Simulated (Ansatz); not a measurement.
The same path of C$_{2}$H$_{6}$OSSi (11 atoms, charge 0, multiplicity 1) was run twice with different band settings. Lost on the way: C2–O3, C2–H7. Made: O3–H7.

All numbers below come from RKS B3LYP/def2-SVP in Ansatz 0.2.0.

Relaxed end points:

```xyz
11
Properties=species:S:1:pos:R:3
S -0.210 2.253 0.266
C -0.493 0.618 -0.527
O -1.144 -0.349 0.305
C -0.060 -1.153 0.833
Si 1.086 -0.481 -0.541
H -1.516 2.598 0.381
H -1.079 0.767 -1.445
H -0.345 -2.217 0.836
H 0.205 -0.853 1.863
H 1.211 -1.359 -1.738
H 2.410 0.120 -0.214
```

```xyz
11
Properties=species:S:1:pos:R:3
S -0.358 2.377 -1.573
C -0.283 1.306 -0.350
O -0.675 -0.859 1.759
C -0.147 -1.459 0.594
Si 0.879 -0.164 -0.361
H -1.327 3.278 -1.161
H -0.987 0.028 1.504
H -0.935 -1.886 -0.065
H 0.490 -2.308 0.897
H 1.372 -0.664 -1.687
H 2.036 0.294 0.464
```

Common settings: movable images 9; climbing image yes; optimiser quadratic models (default); start path through a guess of the saddle point; force threshold 0.05 eV/Å; end points relaxed.

| run | spring | iteration limit |
| --- | --- | --- |
| 1 | 5.0 eV/Å² | 46 |
| 2 | 50.0 eV/Å² | 49 |

Question: What does each run give, and how far can it be trusted?

Answer: Run 1: converged after 24 iterations, highest image 2.221 eV above the first end. A vibrational analysis at the climbing image gives one clearly imaginary mode, 1210i cm⁻¹: a first-order saddle point.
Run 2: not converged after 49 iterations, highest image 10.484 eV above the first end. The band didn't meet its force threshold, so its energies are provisional: the largest band force was still 42.19 eV/Å, and over the last iterations the top moved between 10.48 and 11.61 eV. Neighbouring images lie up to 2.6 Å apart, so the band is torn or far too coarse.
The orbitals stay closed-shell, which can raise the energy where a bond breaks towards radicals; this wasn't checked here.
